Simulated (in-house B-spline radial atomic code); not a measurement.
Ionising Ni⁷⁺ with different functionals

Computed with a radial B-spline atomic code at the basis-set limit: non-relativistic Hamiltonian, point nucleus, spin-polarised at highest spin, spherical fractional occupations for the functionals, the average over the highest-spin determinants for Hartree-Fock. The ionisation energy is the difference of two self-consistent energies, [Ar] 3d3 → [Ar] 3d2, without Breit or QED terms; ε is the level of the shell that loses the electron (its least bound occupied spin orbital).

Hybrids are left out here: with spherical fractional occupations of an open shell their exact exchange keeps a self-interaction that integer-occupation calculations don't have.

```csv
method,rung,ΔSCF (eV),-ε(3d) (eV)
Hartree-Fock,Hartree-Fock,162.17,164.01
LDA VWN5,LDA,163.54,149.01
LDA PW92,LDA,163.53,149.00
LDA exchange-only,LDA,161.64,147.17
PBE,GGA,163.29,148.79
PBEsol,GGA,163.25,148.75
BLYP,GGA,163.22,148.69
RPBE,GGA,163.24,148.74
PW91,GGA,163.46,148.94
BP86,GGA,163.33,148.81
AM05,GGA,163.30,148.79
OLYP,GGA,164.13,149.61
TPSS,meta-GGA,163.14,148.67
SCAN,meta-GGA,163.54,149.23
r2SCAN,meta-GGA,163.58,149.26
M06-L,meta-GGA,163.51,149.20
revTPSS,meta-GGA,163.02,148.57
```

Q: How do they compare with the NIST value?

A: NIST lists 162 eV ± 2.1 (tabulated theory, ground level to ground level). Errors run from -0.36 to +2.13 eV; all lie within about twice that uncertainty, so the table can't rank the methods. Hartree-Fock also lacks correlation.
